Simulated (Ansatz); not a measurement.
CH4BClOSi, 9 atoms. Charge 0, multiplicity 1. The bonds changed during the relaxation, so this is another structure than the one it started from. All runs use 4 threads of an Arm Neoverse V1 on a shared host. Correlated methods freeze the cores.

(1) Give the basis size and wall time and peak host memory of each of these runs in Ansatz. RHF-CCSD(T)/def2-SVP energy; RKS PBE0-D4/def2-SVP energy; direct RPA on PBE orbitals/def2-TZVPP energy; RKS HSE06 (plane-wave form)-D4/def2-TZVPP energy; RKS PBE0-D4/def2-TZVP relaxation (11 steps); RKS PBE0-D4/def2-TZVP frequencies; RHF-CCSD(T)/def2-TZVPP energy; RKS PBE0-D4/def2-QZVPP energy; RHF-MP2/def2-QZVPP energy; RKS ωB97M-V/def2-SVP energy; RKS B3LYP-D4/def2-TZVPP energy and forces; RKS ωB97X-V/def2-TZVPP energy. (An estimate is asked.)

Results:

(1) The calculation gave: Other jobs shared the machine, so times are rough.

```tsv
level	job	functions	wall time	peak host memory (GiB)
RKS PBE0-D4/def2-SVP	energy	98	1.1 s	0.19
RKS HSE06 (plane-wave form)-D4/def2-TZVPP	energy	233	3.1 s	0.6
RHF-CCSD(T)/def2-SVP	energy	98	3.3 s	0.37
RKS B3LYP-D4/def2-TZVPP	energy and forces	233	4.3 s	0.65
direct RPA on PBE orbitals/def2-TZVPP	energy	233	4.7 s	0.52
RKS ωB97M-V/def2-SVP	energy	98	4.8 s	0.29
RKS PBE0-D4/def2-QZVPP	energy	431	7.5 s	1.5
RKS ωB97X-V/def2-TZVPP	energy	233	7.5 s	0.7
RHF-MP2/def2-QZVPP	energy	431	18 s	2.4
RKS PBE0-D4/def2-TZVP	relaxation (11 steps)	191	39 s	0.49
RHF-CCSD(T)/def2-TZVPP	energy	233	100 s	4
RKS PBE0-D4/def2-TZVP	frequencies	191	2 min	0.49
```

B3LYP here is the variant with VWN-RPA as its local correlation; programs differ in this.
